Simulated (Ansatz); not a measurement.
Ti(OH)2(H)2 (H4O2Ti), SMILES [OH][TiH2][OH], multiplicity 1.

Geometry optimised at B3LYP-D3(BJ)/def2-TZVP. The spin state was assumed, not searched. Other conformers were not sampled.

Two levels are set side by side: PBE/def2-SVPD (Ansatz, a quantum-chemistry and plane-wave program) and CAM-B3LYP/def2-SVPD (Ansatz). Energy differences of separate SCF runs at the same geometry; the states with an electron removed or added have multiplicity 2 and 2. Differences are taken from unrounded values.

```tsv
quantity	CAM-B3LYP	PBE	PBE minus CAM-B3LYP
vertical ionisation energy (eV)	10.67	10.05	-0.63
vertical electron affinity (eV)	0.67	0.21	-0.47
vertical singlet–triplet gap (eV)	2.96	3.10	0.14
```
